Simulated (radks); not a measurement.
Question: Radial electron density D(r) = 4 pi r^2 rho(r) of an atom or ion with 34 electrons. Method: scalar-relativistic Kohn-Sham, Slater X-alpha with alpha = 0.829, spin-polarised, spherical densities, finite nucleus; Fermi nuclear charge, rms radius of each element as measured or else 0.836 A^(1/3) + 0.57 fm; computed with a radial shooting solver on a logarithmic mesh with Libxc functionals.

r (bohr)  D(r) (e/bohr)   spin D(r)
0.006273          10.62   -0.000174
0.008168          15.50   -0.000173
0.01064           21.74  -0.0000301
0.01396           29.21    0.000532
0.01818           36.38     0.00206
0.02386           41.86     0.00587
0.03107           43.46      0.0138
0.04046           40.96      0.0287
0.0531            36.82      0.0534
0.06915           36.41      0.0830
0.09076           42.77       0.103
0.1182            50.60      0.0878
0.1539            50.05      0.0294
0.202             38.51     -0.0186
0.263             29.02      0.0415
0.3452            31.29       0.191
0.4496            35.48       0.214
0.5854            28.86      0.0461
0.7684            15.52      0.0305
1                 7.302       0.490
1.313             4.995        1.14
1.71              3.995        1.30
2.227             2.290       0.851
2.923            0.7818       0.306
3.806            0.1559      0.0589
4.995           0.01467     0.00465
6.505         0.0006404    0.000131

What is the nuclear charge?

Answer: Z = 35. The innermost maximum, from 1s, lies near gamma/Z bohr with gamma = sqrt(1 - (Z/c)^2) = 0.967, here 0.0276 bohr (found: 0.0301), and its height grows with Z. The density is that of the bromine ion Br+ in [Ar] 3d10 4s2 4p4; the configuration itself is not fixed sharply by these data, and Z only to about a unit. D(r) has 3 maxima, at r = 0.0301, 0.133, 0.446 bohr, and minima at 0.0618, 0.283 bohr, inside which lie 2.06, 11.00 electrons.
